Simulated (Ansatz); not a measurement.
Calculated with Ansatz (gas phase, PBE0-D4/def2-TZVP geometries, no zero-point term in ΔE). CBS: MP2 limit from def2 TZ/QZ plus the TZ coupled-cluster correction, frozen cores. Functionals use def2-TZVPP. One conformer a species, not always the lowest.

`[SiH3]C=C([SiH3])[SiH3]` + `CC(C)=N` → `CC(C)=N[SiH3]` + `C=C([SiH3])[SiH3]`  (ligand exchange at the Si–C bond)

`[SiH3]C=C([SiH3])[SiH3]`:

```xyz
15

Si   -1.668   -1.409    1.078
C    -0.875    0.228    0.598
C     0.230    0.431   -0.141
Si    0.791    2.188   -0.462
Si    1.234   -0.972   -0.863
H    -2.092   -2.180   -0.120
H    -0.742   -2.246    1.885
H    -2.870   -1.103    1.898
H    -1.400    1.110    0.980
H     0.823    2.466   -1.924
H     2.167    2.400    0.064
H    -0.150    3.127    0.206
H     1.281   -0.846   -2.345
H     0.640   -2.285   -0.502
H     2.629   -0.908   -0.352
```

`CC(C)=N`:

```xyz
11

C     0.771   -0.978    0.131
C    -0.078    0.138   -0.406
C    -0.810    0.951    0.616
N    -0.210    0.429   -1.633
H     1.279   -1.518   -0.670
H     1.522   -0.589    0.824
H     0.158   -1.685    0.698
H    -1.399    1.725    0.128
H    -0.106    1.416    1.313
H    -1.470    0.314    1.213
H     0.344   -0.202   -2.213
```

`CC(C)=N[SiH3]`:

```xyz
14

C    -1.251   -1.324    0.936
C    -0.334   -0.357    0.252
C    -0.553    1.101    0.577
N     0.556   -0.779   -0.544
Si    1.697    0.183   -1.425
H    -1.163   -1.222    2.023
H    -2.292   -1.097    0.687
H    -1.017   -2.345    0.642
H    -1.371    1.260    1.280
H    -0.769    1.657   -0.340
H     0.360    1.527    1.003
H     2.540    1.018   -0.518
H     1.011    1.099   -2.383
H     2.586   -0.722   -2.191
```

`C=C([SiH3])[SiH3]`:

Z-matrix (Å, degrees):
```
Si
C 1 1.866
H 1 1.488 2 110.5
H 1 1.488 2 110.5 3 -118.9
H 1 1.488 2 109.4 3 120.6
Si 2 1.866 1 121.1 3 59.5
C 2 1.337 1 119.4 3 -120.5
H 6 1.488 2 109.4 1 179.6
H 6 1.488 2 110.5 1 -59.8
H 6 1.488 2 110.5 1 59.0
H 7 1.089 2 122.3 1 -180.0
H 7 1.089 2 122.3 1 0.0
```

Is it downhill or uphill in electronic energy at CCSD(T)/CBS, and by how much? (An estimate is asked.)

Ansatz gave: Downhill: ΔE = -38.8 kJ/mol.

What do these levels give: PBE0-D4, PBE0, CCSD(T)/def2-TZVPP, MP2/def2-QZVPP, HF/CBS(def2), MP2/CBS(def2)? (An estimate is asked.)

Ansatz gave: PBE0-D4 -36.1, PBE0 -37.5, CCSD(T)/def2-TZVPP -38.0, MP2/def2-QZVPP -42.6, HF/CBS(def2) -54.0, MP2/CBS(def2) -42.7 kJ/mol.

Largest T1 diagnostic among the species: 0.013.

In def2-TZVPP, CCSD(T) changes the Hartree–Fock value by +15.2 kJ/mol (the triples alone add +1.7 kJ/mol) and MP2 by +11.4 kJ/mol.
